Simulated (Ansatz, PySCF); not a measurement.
Bi(TeH)3 (BiH3Te3), SMILES [TeH][Bi]([TeH])[TeH].

Geometry optimised at B3LYP-D3(BJ)/def2-SVP. The structure was generated by enumeration; whether it is a known compound was not checked. The def2 effective core potentials stand for the cores of Bi, Te; spin–orbit coupling is left out.

Vertical ionisation energy (IE) and electron affinity (EA) in eV. Rows of orbital energies are one-electron estimates. Where ΔSCF, EOM or ADC give a negative EA the extra electron is unbound and the value depends on the basis.

```json
[
 {"level": "−ε(HOMO), −ε(LUMO), HF/def2-TZVP (PySCF)", "IE": "8.34", "EA": "-0.43"},
 {"level": "−ε(HOMO), −ε(LUMO), PBE/def2-TZVP (PySCF)", "IE": "5.36", "EA": "2.89"},
 {"level": "ΔSCF, PBE0/def2-SVPD (Ansatz), final states of multiplicity 2 and 2", "IE": "7.80", "EA": "1.07"},
 {"level": "ΔSCF, PBE/def2-SVPD (Ansatz), final states of multiplicity 2 and 2", "IE": "7.46", "EA": "1.06"}
]
```

Q: What vertical singlet–triplet gap does ΔSCF give with PBE0/def2-SVPD (Ansatz, a first-principles code) and with PBE/def2-SVPD (Ansatz)? (The exact figures need the calculation; the answer reports its results.)

A: 2.66 and 2.43 eV (triplet above singlet where positive).
